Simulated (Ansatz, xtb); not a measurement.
# Ranking isomers of C4H3N3OS

3 gas-phase structures of C4H3N3OS, from a drawn sample of its isomers (lower ones may exist). Each was relaxed with GFN2-xTB; where two conformers were screened, the lower at r2SCAN-D4/def2-SVP//GFN2-xTB is listed:

A. `O=C/N=C\c1cnsn1`, a singlet
B. `COc1nc(C#N)ns1`, a singlet
C. `COc1nsnc1C#N`, a singlet

Problem. Make a reasoned guess at their ranking by r2SCAN-D4/def2-SVP//GFN2-xTB single-point energy.

Solution. Calculated order at r2SCAN-D4/def2-SVP//GFN2-xTB: B (0.000), A (0.164), C (0.247) eV.

Energies above the lowest of each column, in eV; the last columns are at r2SCAN-D4/def2-SVP geometries:

| structure | GFN2-xTB | HF/STO-3G | r2SCAN-D4/def2-SVP//GFN2-xTB | r2SCAN-D4/def2-SVP | CCSD(T)/def2-SVP + ΔMP2/def2-TZVPP |
| --- | --- | --- | --- | --- | --- |
| B | 0.000 | 0.000 | 0.000 | 0.000 | 0.000 |
| A | 0.076 | 2.194 | 0.164 | 0.095 | 0.181 |
| C | 0.122 | 0.379 | 0.247 | 0.236 | 0.114 |

Every level run on B puts it lowest or level with the lowest. CCSD(T)/def2-SVP + ΔMP2/def2-TZVPP orders those it was run on as B (0.000), C (0.114), A (0.181) eV. Some further structures that were screened fall inside this span and aren't listed. Flexible structures stand in one conformer each, not always the lowest. The ΔMP2 step shifts differences by up to 0.184 eV, which makes them less sure. ΔMP2 is the change of the MP2 energy from the smaller to the larger basis.

Programs: Ansatz 0.2.0, xtb 6.7.1.
